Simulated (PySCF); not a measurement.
**Ru(25+): fine-structure interval**

Ru(25+) [Ar] 3d1 [3d3/2^1, M_J = 3/2] → Ru(25+) [Ar] 3d1 [3d5/2^1, M_J = 5/2], as a difference of total energies. Computed with PySCF 2.14 in an uncontracted even-tempered set (16 s from 3.5 bohr⁻², ratio 2.8; 12 p from 4.5 bohr⁻², ratio 2.8; 8 d from 4.5 bohr⁻², ratio 2.8; 3 f from 14 bohr⁻², ratio 3), with the two-component X2C-1e Hamiltonian. Correlated levels: [Ne] frozen; the 74 highest virtual spinors dropped. "Screened" scales the spin-orbit matrix elements by Boettger's factors to mimic the two-electron term; Breit and QED terms are absent.

```csv
method,fine-structure interval (cm⁻¹)
GHF (screened spin-orbit),47946
GMP2 (screened spin-orbit),47803
GHF (bare spin-orbit),62069
```
